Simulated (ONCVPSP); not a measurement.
What one change does to a pseudopotential (Au, ONCV)

ONCVPSP 4.0.1 input, shortened (lines: element, Z, core and valence counts, functional; n l f; lmax; l rc ep ncon nbas qcut; lloc lpopt rc5 dvloc0; l nproj debl; icmod fcfact rcfact), PBE, scalar-relativistic:

```
  Au 79.00   11    3        4      upf
    1    0    2.00
    2    0    2.00
    2    1    6.00
    3    0    2.00
    3    1    6.00
    3    2   10.00
    4    0    2.00
    4    1    6.00
    4    2   10.00
    4    3   14.00
    5    0    2.00
    5    1    6.00
    5    2   10.00
    6    0    1.00
    2
    0    2.45    0.00    3    7    3.30
    1    1.80    0.00    4    8    7.50
    2    2.25    0.00    3    8    7.00
    4    5    1.70    0.00
    0    3    3.70
    1    2    1.50
    2    2    2.00
    3    3.00    1.30
```

In the p channel the program set the typed energies aside and used -2.197, 0.250 Ha.

Change: reference 5p6 5d9.5; waves s scattering state at 0.31 Ha: rc 2.45 bohr, ncon 3, nbas 7, qcut 3.3 1/bohr, 3 projectors, debl 3.7 Ha; 5d: rc 1.80 bohr, ncon 3, nbas 8, qcut 8.8 1/bohr, 2 projectors, debl 2 Ha. In the s channel the program set the typed energies aside and used 0.050, 3.750, 7.450 Ha. In the p channel the program set the typed energies aside and used -2.742, 0.250 Ha.

Cutoffs: the cutoffs (Ha) at which the residual kinetic energy of the hardest occupied pseudo-wave falls to 1 and 0.1 mHa per electron; they do not see the model core or the augmentation charge, which bear on the density cutoff. Errors are all-electron minus pseudo energies relative to the spin-unpolarised reference configuration.

Task: What does the change do?

Result: The potential gets harder (17 Ha and 19 Ha → 22 Ha and 26 Ha); the number of tests with a reliable result goes from 4 to 2; neither file shows a bound ghost.

```csv
quantity,base,changed
"cutoff, loose",17 Ha,22 Ha
"cutoff, tight",19 Ha,26 Ha
bound ghosts,none,none
GHOST(+) flags under 300 eV,s at 129.4 eV,s at 135.1 eV
tests with a reliable result,4 of 4,2 of 4
s: phases at 2.48 bohr within 0.05 rad from the reference energy up to (Ha; the scan ends near 5),4.7,5.0
p: phases at 1.83 bohr within 0.05 rad from the reference energy up to (Ha; the scan ends near 5),to the end of the scan,to the end of the scan
"rms error of d²Exc/dni dnj with the model core, mHa",1.16,1.67
```
